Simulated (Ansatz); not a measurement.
Al₁₅As₁₅H₃₄, a nanocrystal cut from wurtzite AlAs (hydrogen-capped), relaxed as a singlet with RKS PBE-D4/def2-SVP in Ansatz, starting from the GFN2-xTB geometry. Force threshold 0.03 eV/Å.

Single mean-field runs in def2-SVP are fitted with def2-universal-jkfit.

Start:

```xyz
64

Al   -2.462   -4.615    1.468
As   -1.118   -4.762   -0.774
As   -3.113   -2.300    1.504
Al   -2.984   -1.058   -0.681
Al   -4.964    1.140    2.222
As   -4.026    1.123   -0.097
Al    0.366   -2.825   -1.448
As    1.871   -2.993   -3.476
As   -0.612   -0.682   -1.125
Al   -0.222    0.576   -3.179
Al   -2.681    2.974   -1.017
As   -1.007    2.910   -2.828
Al    3.554   -1.051   -3.969
As    2.273    0.887   -3.362
Al    0.846    4.579   -3.030
As   -0.444   -4.588    2.969
Al   -2.730   -0.540    3.298
As   -3.097    1.870    3.616
Al    1.260   -2.667    2.791
As    2.187   -2.911    0.511
As   -0.157   -0.684    2.738
Al    0.752    1.477    1.798
Al   -0.954    3.089    3.293
As   -0.983    2.983    0.867
Al    3.882   -1.113    0.416
As    4.948   -1.393   -1.907
As    2.644    0.974    0.206
Al    2.832    2.755   -1.733
Al    0.985    4.237    1.538
As    1.757    4.740   -0.768
H    -3.389   -5.859    1.547
H    -2.203   -3.992   -1.500
H    -1.259   -5.916   -1.761
H    -4.583   -2.610    1.226
H    -3.909   -1.881   -1.674
H    -5.158   -0.402    2.766
H    -6.304    1.947    2.252
H    -5.236    0.914   -1.008
H     0.758   -2.240   -4.178
H     1.667   -4.184   -4.404
H    -0.671    0.033   -4.602
H    -3.479    4.328   -1.014
H    -1.746    2.981   -4.165
H     4.228   -1.349   -5.339
H     2.091    1.343   -4.809
H     2.127    3.915   -3.820
H     0.326    5.873   -3.741
H    -0.193   -5.764    3.890
H    -1.216   -3.879    4.053
H    -2.769   -1.353    4.660
H    -3.663    1.341    4.955
H     2.197   -2.850    4.029
H     2.998   -4.231    0.545
H     0.239   -0.499    4.209
H    -1.023    4.397    4.157
H     0.385    2.176    3.799
H     5.086   -1.136    1.414
H     6.378   -1.874   -2.050
H     5.403    0.045   -1.934
H     3.800    1.613    0.988
H     4.408    2.900   -1.831
H     0.985    5.586    2.342
H     2.012    3.137    2.334
H     3.115    5.357   -1.174
```

```tsv
step	energy (eV)	largest force component (eV/Å)	SCF passes
1	-1011816.5669	1.162	21
2	-1011818.4570	0.561	25
3	-1011819.2683	0.468	26
4	-1011819.8168	0.360	27
5	-1011820.1325	0.289	21
6	-1011820.3556	0.193	21
7	-1011820.4938	0.128	21
8	-1011820.5824	0.138	21
9	-1011820.6076	0.207	22
10	-1011820.6295	0.191	21
11 (rejected)	-1011820.5980	0.322	21
12	-1011820.6587	0.068	21
13	-1011820.6626	0.061	21
14	-1011820.6676	0.027	21
```

Force components are those of the run's own axes.

End:

```xyz
64

Al   -2.416   -4.461    1.319
As   -1.142   -4.390   -0.861
As   -3.117   -2.115    1.478
Al   -2.738   -0.838   -0.656
Al   -5.228    1.413    1.925
As   -4.063    1.222   -0.314
Al    0.425   -2.450   -1.136
As    1.592   -2.771   -3.332
As   -0.331   -0.251   -0.530
Al   -0.302    0.604   -2.859
Al   -2.769    3.240   -0.940
As   -1.244    2.891   -2.862
Al    3.349   -1.047   -3.894
As    2.146    1.002   -3.281
Al    0.428    4.763   -3.189
As   -0.450   -4.539    2.887
Al   -2.224   -0.984    3.516
As   -3.233    1.269    3.483
Al    1.377   -2.792    2.832
As    2.207   -2.970    0.496
As    0.199   -0.627    2.993
Al    0.608    1.524    1.670
Al   -1.446    2.975    3.274
As   -1.080    3.136    0.859
Al    3.994   -1.242    0.466
As    4.852   -1.399   -1.907
As    2.854    0.946    0.593
Al    3.297    2.287   -1.476
Al    0.993    4.420    1.069
As    1.961    4.345   -1.214
H    -3.404   -5.706    1.445
H    -2.128   -4.440   -2.017
H    -0.398   -5.695   -1.136
H    -4.620   -2.224    1.716
H    -3.166   -1.766   -1.901
H    -6.079    0.063    2.143
H    -5.885    2.869    2.056
H    -5.205    1.082   -1.320
H     0.578   -2.837   -4.464
H     2.133   -4.196   -3.425
H    -0.866   -0.404   -3.980
H    -3.595    4.606   -0.960
H    -2.096    2.923   -4.131
H     4.058   -1.287   -5.302
H     2.288    1.867   -4.530
H     1.281    4.422   -4.512
H    -0.310    6.171   -2.985
H     0.174   -5.932    2.882
H    -1.041   -4.580    4.290
H    -2.392   -1.895    4.827
H    -3.788    1.398    4.900
H     2.487   -3.125    3.931
H     2.861   -4.341    0.321
H     0.646   -0.264    4.416
H    -1.522    4.211    4.282
H     0.056    2.150    3.402
H     5.178   -1.530    1.498
H     5.658   -2.684   -2.076
H     5.999   -0.410   -2.075
H     3.877    1.650    1.495
H     4.876    2.409   -1.744
H     1.153    5.795    1.864
H     1.667    3.104    1.945
H     3.029    5.436   -1.264
```

By distances, no bond broke or formed. The bond that changes most is Al7–As20, from 2.68 to 2.47 Å (atoms count from 1).

No frequencies were taken in this run, so the end may be a saddle point.

Run time 66 s (11 threads of AMD EPYC 7R13 on a shared host and a whole NVIDIA H100 80GB HBM3), peak host memory 1.8 GiB.
